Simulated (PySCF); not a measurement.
Correlation energy of Ar⁺ (argon, charge +1)

[Ne] 3s2 3p5, 2P determinant. Calculation: PySCF 2.14, in cc-pVDZ-DK (4s3p1d, 18 functions); scalar relativity by spin-free X2C-1e. Frozen: [Ne]; 7 electrons correlated.

MP2 pair energies summed by pair of shells (mhartree):

```json
{"pair": "3p-3p", "energy": "-76.54", "share (%)": "68.0"}
{"pair": "3s-3p", "energy": "-29.30", "share (%)": "26.0"}
{"pair": "3s-3s", "energy": "-6.71", "share (%)": "6.0"}
```

Total MP2 correlation energy: -112.55 mhartree.

Same-spin part -28.42 and opposite-spin part -84.13 mhartree; SCS-MP2 scales them by 1/3 and 6/5 to -110.42 mhartree.

```tsv
level	correlation energy (mhartree)
CCSD	-129.22
(T)	-1.10
CCSD(T)	-130.32
```

Diagnostics: T1 = 0.0044, D1 = 0.0160, largest double amplitude 0.048.

Is a single reference adequate?

Yes: T1 lies below 0.03 and no double amplitude reaches 0.07.
